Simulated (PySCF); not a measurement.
**ZnH₂: breathing scan**

Level of theory: PBE0/[Zn def2-TZVP, H def2-TZVP], no relativity, density fitting, PySCF.

Rigid scan from the singlet minimum (Zn–H 1.545 Å (×2); H–Zn–H 180.0°). Coordinate: all bonds to the central atom scaled together. Energies in kJ/mol from the minimum.

Q: Predict the curve at 0.88, 0.92, 0.96, 1.00, 1.04, 1.08, 1.14, 1.22, 1.35.

A: 
| scale of all bonds to the centre | E (kJ/mol) |
| --- | --- |
| 0.88 | 59.1 |
| 0.92 | 23.8 |
| 0.96 | 5.4 |
| 1.00 | 0.0 |
| 1.04 | 4.5 |
| 1.08 | 16.5 |
| 1.14 | 44.8 |
| 1.22 | 95.0 |
| 1.35 | 190.5 |

At long bonds a restricted determinant can lie too high, and another spin state can fall below this curve.
